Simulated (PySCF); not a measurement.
La⁴⁵⁺: ionisation energy

La⁴⁵⁺ [Ne] 3s2 → La⁴⁶⁺ [Ne] 3s1 [3s1/2^1, M_J = 1/2], as a difference of total energies. Computed with PySCF 2.14 in an uncontracted even-tempered set (18 s from 11 bohr⁻², ratio 2.4; 14 p from 14 bohr⁻², ratio 2.4; 4 d from 46 bohr⁻², ratio 2.6; 4 f from 69 bohr⁻², ratio 2.6), with the two-component X2C-1e Hamiltonian. Correlated levels: 1s2 frozen; the 54 highest virtual spinors dropped. "Screened" scales the spin-orbit matrix elements by Boettger's factors to mimic the two-electron term; Breit and QED terms are absent.

```
                    method  ionisation energy (eV)
           GHF (spin-free)                  3705.6
 GHF (screened spin-orbit)                  3705.4
GMP2 (screened spin-orbit)                  3709.0
```

**Question.** How much does correlation contribute at GMP2 (screened spin-orbit)?

**Answer.** 3709.0 − (3705.4) = 3.6 eV, measured against GHF (screened spin-orbit).

Breit and QED terms and the two-electron picture change are absent.

For comparison: 3704 ± 4 eV (theoretical estimate listed by NIST; NIST Atomic Spectra Database, ionization energies).
